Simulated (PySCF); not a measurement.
# Checking a proposed structure

A compound C$_{5}$H$_{7}$FO$_{2}$Si gives the data below (simulated from a calculation) and was assigned the structure `O=C1OCCC=C1[SiH2]F`.

¹³C{¹H} NMR (computed): δ 178.2 (C), 150.3 (CH), 138.3 (C), 73.4 (CH2), 19.7 (CH2).

¹H NMR (600 MHz, computed): δ 7.14 (t, 1H), 5.23 (m, 2H), 4.96 (m, 2H), 2.11 (m, 2H).

Non-relativistic, single conformer, equivalent nuclei averaged, no solvent. GIAO PBE0/pcSseg-1 shieldings; geometry from GFN2-xTB; PySCF 2.14.

Chemical shifts δ = σref − σ; ¹H, ¹³C vs TMS, all at this level.

Task: Compare with the shifts computed for the proposed structure, pairing carbons in order of shift.

Result: Numbering as in the mapped SMILES `[O:1]=[C:2]1[O:3][CH2:4][CH2:5][CH:6]=[C:7]1[SiH2:8][F:9]`. Each H is labelled by its parent atom.

| atom | computed for proposal | given list | difference |
| --- | --- | --- | --- |
| C2 | 170.3 | 178.2 | -7.9 |
| C6 | 163.3 | 150.3 | +13.0 |
| C7 | 137.7 | 138.3 | -0.6 |
| C4 | 67.8 | 73.4 | -5.6 |
| C5 | 29.3 | 19.7 | +9.6 |

The rms difference is 8.4 ppm and the largest +13.0 ppm at C6 (β carbon of a C=C–C=O unit). The proposal doesn't fit.

Task: Which isomer fits?

Result: SMILES O=C1OCC=C1C[SiH2]F.

1. Carbon types of the structure: 2 × C, 1 × CH, 2 × CH2, leaving 2 H on heteroatoms.
2. δC 178.2: ester carbonyl carbon; it is a carbonyl in resonance with an O or N lone pair, the region of acids, esters and amides.
3. δC 150.3: β carbon of a C=C–C=O unit; conjugation with the carbonyl draws π density from the β position.
4. δC 138.3: α carbon of a C=C–C=O unit; the olefinic region.
5. δC 73.4: allylic sp3 CH2 bonded to O; pulled downfield by the heteroatom.

Other isomers checked: O=C1CC([SiH2]F)=CCO1 (rms 10.3 ppm); COC1=C[Si@@H](O)C=C1F (rms 26.1 ppm).

This is the structure that produced the data.

Splittings by ¹⁹F in the carbon and heteronuclear signals aren't shown, as no couplings were computed. Shifts are as computed. Against solution values, carbons near 30 ppm lie about +3 ppm off and those near 130 ppm about +5 ppm. Of 1211 compounds with measured shifts, 218 miss one by over three times the rms of a fit or turn the order of signals round; such compounds aren't used in these exercises. No couplings were computed; multiplicities are counted from neighbouring protons, with m where these are inequivalent, close in shift, in a saturated or five-membered ring or joined by F or P, and br s for small geminal =CH2 splittings.
